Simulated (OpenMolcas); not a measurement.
**Nb²⁺: effect of the basis set**

| Quantity | Value |
| --- | --- |
| Program | OpenMolcas 26.06 |
| Method | SS-CASPT2, IPEA 0.25 Eh, imaginary shift 0.1 Eh (closed shells correlated: 4s 4p) |
| Active space | 3 electrons in 10 orbitals (4d 5d) |
| State averaging | 2S+1 = 4 even, 10 roots; 2S+1 = 2 even, 40 roots |
| Spin-orbit coupling | state interaction with AMFI integrals over the reference wave functions, term energies averaged over their components |

A. ANO-R2 [7s5p4d2f1g], X2C, finite nucleus; CASPT2 step of the order of 7 core-minutes
B. ANO-RCC-VTZP [7s6p4d2f1g], DKH2, point nucleus; CASPT2 step about 8 core-minutes
C. ANO-RCC-VQZP [8s7p5d3f2g1h], DKH2, point nucleus; CASPT2 step of the order of 6 core-minutes

Energies in cm-1 above 4d3 4F 3/2, the measured ground level; measured values from the list in Shadmi, J. Res. Natl. Bur. Stand. 70A, 435 (1966).

```csv
Level,A,B,C,Measured
4d3 4F 3/2,0.0,0.0,0.0,0.0
4d3 4F 5/2,518,521,518,516
4d3 4F 7/2,1183,1190,1182,1177
4d3 4F 9/2,1954,1967,1951,1939
4d3 4P 3/2 [54 %],8480,8610,8480,
4d3 4P 1/2 [62 %],8630,8740,8640,8664
4d3 2G 7/2,9470,9580,9230,9236
4d3 4P 5/2,9800,9870,9880,9594
4d3 2G 9/2,10070,10180,9830,9804
4d3 2P 1/2 [62 %],10080,10280,10040,
4d3 2D 3/2(1),13240,13370,13090,
4d3 2H 9/2,13500,13610,13270,12916
4d3 2D 5/2(1),13640,13760,13480,13094
4d3 2H 11/2,13880,14000,13660,13264
4d3 2F 7/2,20890,21070,20700,19861
4d3 2F 5/2,21130,21310,20940,19975
4d3 2D 5/2(2),33360,33510,33110,
4d3 2D 3/2(2),33600,33750,33350,
```

Deviations, from unrounded energies. A percentage is the sum of absolute deviations over the sum of measured energies, with the sign that they share, or ± where signs differ.

| Against measurement | Levels | A | B | C |
| --- | --- | --- | --- | --- |
| mean absolute deviation (cm-1) | 12 | 390 | 480 | 280 |
| fine structure of the ground term (%) | 3 | +0.6 | +1.3 | +0.5 |
| other terms of the ground configuration (%) | 9 | ±4.0 | +4.9 | ±2.8 |

C lies closest to measurement on these levels and B furthest from it. The largest miss of C in the table is 4d3 2F 5/2, by +960 cm-1. The ranking rests on the paired levels alone, and a cruder setting can come out closer through cancelling errors.

The two smallest mean deviations differ by little beside CASPT2's spread within terms, so their order carries little weight.

Among A to C the level of the table that moves most is 4d3 2D 3/2(2), by 400 cm-1 (lowest in C, highest in B). Moves below CASPT2's spread within the term are not significant.

CASPT2 breaks the degeneracy within a term, and the mean is taken; among the terms shown or strongly mixed into the levels shown the widest spread is 510 cm-1 (4d3 4F, C). Active for correlation alone: 5d; no level in the range computed is led by a configuration that fills it, so any true level of that kind is missing. Measured partners are found by configuration, term and J. A level has none where our copy of the source lacks it or the pairing is in doubt (some pairs that miss far off the trend of their configuration count as doubtful), and it then counts in no deviation. Only configurations of the active space appear. The table leaves out levels that lie high or whose names do not pair safely across all columns.

A share in square brackets marks a mixed level and gives the weight of the term that names it, the lowest over the columns. A number in round brackets counts repeated terms of one configuration in the order of the reference energies.
